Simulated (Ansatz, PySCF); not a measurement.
Gas-phase reaction (SMILES): COB(Br)OC [bromo(dimethoxy)borane] + O (H2O) → COB(O)OC [dimethoxyborinic acid] + Br (HBr); water cleaves one B-Br bond, a model of a ligand-exchange step.

Geometries: B3LYP-D3(BJ)/def2-TZVP minima from Ansatz (a program for electronic structure), one conformer each, not searched for the lowest. Cores are frozen in the correlated levels unless marked. No spin-orbit coupling. The frozen core is the preceding noble-gas configuration, with the filled d and f shells of earlier blocks. Non-relativistic. CBS(X,Y): correlation extrapolated as X^-3; Hartree-Fock from the larger set. Thermal terms are rigid-rotor harmonic-oscillator values from B3LYP-D3(BJ) frequencies (Ansatz or PySCF) at 298.15 K and 1 atm. 1 Eh = 627.5095 kcal/mol.

```
species    E, CCSD(T)/CBS(cc-pVTZ,cc-pVQZ) (Ansatz) (Eh)  E, PBE0-D4/def2-TZVPD (Ansatz + dftd4) (Eh)  H - E (Eh)
---------  ---------------------------------------------  -------------------------------------------  ----------
COB(Br)OC                                    -2827.64728                                  -2828.91948     0.09955
O (H2O)                                        -76.37426                                    -76.38102     0.02495
COB(O)OC                                      -330.75679                                   -330.85731     0.11352
Br (HBr)                                     -2573.28320                                  -2574.45927     0.00927
```

Q: Work out ΔE and ΔH at 298.15 K at the first level, then ΔH at the second.

A: 
1. ΔE = [(-330.75679) + (-2573.28320)] - [(-2827.64728) + (-76.37426)] = -0.01845 Eh = -11.6 kcal/mol at CCSD(T)/CBS(cc-pVTZ,cc-pVQZ).
2. The terms H - E add up to -0.00171 Eh, so ΔH = (-0.01845 + (-0.00171))×627.5095 = -12.7 kcal/mol.
3. At PBE0-D4/def2-TZVPD the same steps give ΔE = -10.1 and ΔH = -11.2 kcal/mol, a shift of +1.5 from the first level.
4. These values are not checked against measurement here, since the tables used lack a sound gas-phase enthalpy of formation for at least one species.
